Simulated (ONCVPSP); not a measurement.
# Ranking ONCV potentials for La (Z = 57)

All share these settings but for the change named:

* Element: lanthanum (La)
* Generator: ONCVPSP 4.0.1
* Type: optimised norm-conserving Vanderbilt (ONCV)
* Functional: PBE
* Relativity: scalar-relativistic
* Frozen core: [Kr] 4d10
* Valence charge: 11
* Reference configuration: 5s2 5p6 5d1.5 6s1.5
* Partial waves: 5s+6s: rc 2.70 bohr, ncon 4, nbas 8, qcut 4.9 1/bohr, 2 projectors; 5p: rc 2.70 bohr, ncon 4, nbas 8, qcut 4.7 1/bohr, 2 projectors, debl 3.8 Ha; 5d: rc 3.45 bohr, ncon 4, nbas 9, qcut 4.8 1/bohr, 1 projector; f scattering state at 0.07 Ha: rc 3.80 bohr, ncon 3, nbas 6, qcut 3.1 1/bohr, 1 projector
* Local potential: polynomial inside 2.60 bohr (lpopt 3, dvloc0 3 Ha)
* Core correction: Teter function fitted to the true core (icmod 2), fcfact 0.45

In the f channel the program set the typed energies aside and used -0.129 Ha.

Cutoff: the first of the cutoffs (Ha) at which the residual kinetic energy of the hardest occupied pseudo-wave falls to 1 and 0.1 mHa per electron; the density cutoff is not measured.

The base gives 7 Ha.

Of 7 variants that were run, those that failed, showed a ghost or another fault, or gave nearly equal values are left out.

A variant can come out equal or close to the base.

Q: Rank these variants from softest to hardest (loose cutoff).
A. all radii but the core radius scaled by about 0.78 (s 2.10, p 2.10, d 2.68, f 2.96 bohr); local potential polynomial inside 2.02 bohr (lpopt 3, dvloc0 3 Ha)
B. all radii but the core radius scaled by about 1.30 (s 3.52, p 3.52, d 4.50, f 4.96 bohr); local potential polynomial inside 3.40 bohr (lpopt 3, dvloc0 3 Ha)
C. all radii but the core radius scaled by about 0.95 (s 2.58, p 2.58, d 3.30, f 3.62 bohr); local potential polynomial inside 2.48 bohr (lpopt 3, dvloc0 3 Ha)
D. all radii but the core radius scaled by about 1.08 (s 2.90, p 2.90, d 3.72, f 4.10 bohr); local potential polynomial inside 2.80 bohr (lpopt 3, dvloc0 3 Ha)

A: B (5 Ha), D (6 Ha), C (8 Ha), A (10 Ha).
